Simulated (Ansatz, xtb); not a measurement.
## F2HN2Si: which of two isomers lies lower

Structure a: `F[Si]1(F)[N]N1`, a doublet. Structure b: `[H]/N=N/[Si](F)F`, a doublet. Both are isolated molecules in the gas phase, relaxed with B3LYP-D3(BJ)/def2-SVP; the shapes shown needn't be the lowest conformers.

a (Å):

```xyz
6

F    -2.4976    1.3255    1.3765
F    -1.1297    1.1164   -0.7527
N     0.3161    2.1872    1.5851
N     0.2790    0.7461    1.7029
Si   -0.9980    1.3654    0.8217
H     0.9911    0.2323    2.2104
```

b (Å):

```csv
atom,x (Å),y (Å),z (Å)
F,0.4194,0.0287,2.0215
F,0.4095,-2.0589,0.5175
N,-0.1062,0.3307,-0.5946
N,-0.9250,0.8545,-1.3114
Si,-0.4990,-0.7684,0.9331
H,-0.4425,1.3976,-2.0686
```

Quicker runs give these differences E(b) − E(a): GFN2-xTB −6.1 kcal/mol; HF/STO-3G +29.5 kcal/mol (at GFN2-xTB geometries); r2SCAN-D4/def2-SVP +18.5 kcal/mol (at GFN2-xTB geometries).

Question: Estimate which is lower in electronic energy at CCSD(T)/def2-SVP, and by roughly how much.

Answer: The CCSD(T)/def2-SVP calculation puts structure a lower, by 4.0 kcal/mol.

The same difference at several levels:

```
                level               geometry  E(b) − E(a) (kcal/mol)  departure from the last row (kcal/mol)  job, with rough time for the two
             GFN2-xTB               GFN2-xTB                      −6.1                                   −10.1               optimisation, 0.2 s
            HF/STO-3G               GFN2-xTB                     +29.5                                   +25.5              single point, 0.48 s
   r2SCAN-D4/def2-SVP               GFN2-xTB                     +18.5                                   +14.4               single point, 7.2 s
B3LYP-D3(BJ)/def2-SVP  B3LYP-D3(BJ)/def2-SVP                      +0.5                                    −3.6               optimisation, 2 min
          HF/def2-SVP  B3LYP-D3(BJ)/def2-SVP                      +7.6                                    +3.5           part of the CCSD(T) run
         MP2/def2-SVP  B3LYP-D3(BJ)/def2-SVP                     +15.7                                   +11.6           part of the CCSD(T) run
     CCSD(T)/def2-SVP  B3LYP-D3(BJ)/def2-SVP                      +4.0                                                        single point, 35 s
```

As drawn, b has 1 N=N in place of 1 N–Si, 1 N–N. Structure a has a 3-membered ring, b no ring.

GFN2-xTB puts the two in the other order. B3LYP-D3(BJ)/def2-SVP finds them nearly level. The largest departure from CCSD(T)/def2-SVP is that of HF/STO-3G, 25.5 kcal/mol.

With harmonic frequencies from B3LYP-D3(BJ)/def2-SVP (ideal gas, rigid rotor, one conformer each, 400 K, 1 atm): the zero-point term adds −0.7 kcal/mol; ΔH is +3.7 and ΔG +2.1 kcal/mol.

Open shells are spin-unrestricted, with notable spin contamination under HF/STO-3G, HF/def2-SVP, MP2/def2-SVP, CCSD(T)/def2-SVP. The correlated steps freeze 9 core orbitals. Programs: Ansatz 0.2.0, xtb 6.7.1; the last row on 1 thread of Intel(R) Xeon(R) 6975P-C (Granite Rapids) on a shared host.
